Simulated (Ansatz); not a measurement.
Cartesian coordinates in Å:
```
Cl 0.859 0.818 -2.140
Hf -0.245 -0.321 -0.447
Cl -2.446 -0.765 -1.005
Cl 0.927 -2.264 0.042
Te -0.379 1.274 1.810
H 1.284 1.259 1.740
```

Total charge 0; spin multiplicity 1. Hf, Te: def2 effective core potential.

**Question.** List the PBE/def2-TZVPP orbital energies in eV (Ansatz). (Best estimate.)

**Answer.** Computed: Occupied: -2739.48, -2739.28, -2739.28, -250.06, -249.86, -249.86, -190.67, -190.64, -190.62, -190.48, -190.48, -190.43, -190.43, -190.43, -190.43, -164.58, -114.97, -114.81, -114.75, -65.47, -41.04, -40.98, -40.91, -40.79, -40.78, -35.22, -35.14, -35.03, -20.60, -20.33, -20.25, -16.00, -10.06, -9.57, -9.49, -9.37, -9.00, -8.98, -8.79, -8.49, -8.45, -8.21, -7.22, -6.10. Lowest empty: -3.21, -2.84, -2.32, -2.18, -2.05, -1.37, -0.57, 1.18.
